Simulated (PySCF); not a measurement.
# Computed records: CH3Cl2Si, BCl2H2Si

Calculation on a computer-drawn molecule: optimised geometry and harmonic frequencies of an isolated molecule of the commonest isotopes, restricted reference for singlets and unrestricted otherwise, frozen core in MP2. Program: PySCF 2.14.0.

Common to all runs: charge 0; multiplicity 2; method MP2; basis cc-pV(D+d)Z.

(1) CH3Cl2Si

Start structure:
```xyz
7
CH3Cl2Si
C      1.4493    -1.6847     0.1700
Si     1.6295     0.0245     0.9011
Cl     0.3258     0.2321     2.4967
Cl     3.5662     0.2784     1.5892
H      1.6729    -2.4376     0.9303
H      2.1405    -1.8115    -0.6658
H      0.4284    -1.8361    -0.1867
```

It finds rotational constants 4.44, 2.391, 1.664 GHz; total energy -1248.1391 hartree; spin squared 0.7539; convergence status largest gradient component 2.883e-05 hartree/bohr.

Drawn bonds:
```tsv
atom	other atom	order
1	2	1
2	3	1
2	4	1
1	5	1
1	6	1
1	7	1
```

Optimised structure:
```xyz
7
CH3Cl2Si
C      1.4494    -1.6807     0.1705
Si     1.6305     0.0303     0.9046
Cl     0.3205     0.2252     2.4929
Cl     3.5689     0.2717     1.5833
H      1.6765    -2.4361     0.9431
H      2.1483    -1.8103    -0.6719
H      0.4185    -1.8351    -0.1878
```

Modes:
```tsv
frequency (cm⁻¹)	reduced mass (dalton)
163.6	1.03
174.8	15.68
182.4	3.14
241.6	4.723
494.8	11.98
575.3	11.35
727.8	4.823
783.3	1.352
805.5	1.374
1268	1.248
1441	1.049
1445	1.05
3082	1.034
3193	1.102
3206	1.103
```

(2) BCl2H2Si

Start structure:
```xyz
6
BCl2H2Si
Si     0.6707    -2.3522     0.3399
B     -0.7616    -1.2901     1.2580
Cl    -1.0821     0.3804     0.7964
Cl    -1.7966    -2.0345     2.4749
H      1.1805    -3.5216     1.0845
H      1.7537    -1.5651    -0.2841
```

Results for BCl2H2Si: rotational constants 3.069, 2.841, 1.475 GHz; total energy -1234.2781 hartree; spin squared 0.7637; convergence status largest gradient component 1.674e-05 hartree/bohr.

Drawn bonds:
```tsv
atom	other atom	order
1	2	1
2	3	1
2	4	1
1	5	1
1	6	1
```

Optimised structure:
```xyz
6
BCl2H2Si
Si     0.8015    -2.2225     0.5802
B     -0.7610    -1.2705     1.2861
Cl    -1.1110     0.3723     0.7609
Cl    -1.8252    -2.0516     2.4498
H      1.1373    -3.5998     0.9890
H      1.7229    -1.6110    -0.3964
```

Modes:
```tsv
frequency (cm⁻¹)	reduced mass (dalton)
89.63	1.206
155.2	4.954
246.4	19.18
263.6	1.027
383.3	6.783
445.4	18.1
554.7	1.27
926.3	1.891
966.7	10.49
971.6	1.98
2316	1.028
2345	1.056
```
